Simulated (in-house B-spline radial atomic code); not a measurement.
Settings and results of a run for Ar⁷⁺. Computed with a B-spline radial code for spherical atoms: non-relativistic r2SCAN, spin-polarised, spherical fractional occupations, point nucleus.

Command:
```bash
python run_scf.py task.json out
```
Settings:
```
Z                18
configuration    [Ne] 3s1
hamiltonian      nr
method           r2scan
spin_polarised   True
```

Output (hartree, bohr):
```
 radial grid: 42 intervals, B-splines of order 8, outer radius 8.961 bohr

 iter        energy (Eh)    residual
    1        -511.617558    3.68e-02
    2        -511.619556    2.36e-03
    3        -511.619562    1.26e-03
    4        -511.619564    6.73e-04
    5        -511.619564    4.71e-05
    6        -511.619564    8.35e-06
    7        -511.619564    5.30e-07
    8        -511.619564    5.80e-09

 total energy                      -511.61956
 kinetic                             511.2316
 electron-nucleus                  -1157.9711
 Hartree                             162.3020
 exchange-correlation                -27.1821

 orbital      occ     eigenvalue          <r>       <r^2>       <1/r>       <r^4>       r_max
 1s up      1.000      -120.1063    0.0861684  0.00997773     17.5496 0.000256481     0.05654
 1s down    1.000      -120.0910    0.0861778  0.00997945     17.5474 0.000256519     0.05655
 2s up      1.000       -16.1051     0.411044    0.199956     3.57134   0.0708044      0.3385
 2s down    1.000       -16.0905      0.41116    0.199884     3.56807   0.0702853      0.3388
 2p up      3.000       -13.6676     0.371798    0.170942     3.48049   0.0606639      0.2799
 2p down    3.000       -13.6474     0.371424    0.170345      3.4815   0.0596621        0.28
 3s up      1.000        -4.9885      1.16035     1.52567     1.20927     3.44306       1.061
```

Cost of the run: 0.19 s on 1 thread of Arm Neoverse N1 (shared host).
